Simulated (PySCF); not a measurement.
SiF3I, SMILES F[Si](F)(I)F.

The structure is a stationary point at r2SCAN-D4/def2-SVP. The def2 effective core potentials stand for the cores of I; spin–orbit coupling is left out.

Level of theory: PBE0/def2-TZVP run with PySCF.

Isolated molecule, no solvent.

Computed frontier levels, gap, dipole moment and polarisability:
```yaml
highest_occupied_level: -8.68 eV
lowest_empty_level: -0.99 eV
orbital_gap: 7.69 eV
dipole_moment: 1.45 D
quadrupole, principal values (traceless, Buckingham form, about the centre of nuclear charge): -1.39, -1.39, 2.79 D·Å
mean_static_polarisability: 49.6 bohr³ (7.35 Å³)
polarisability_principal_values: 42.7, 42.7, 63.4 bohr³
```
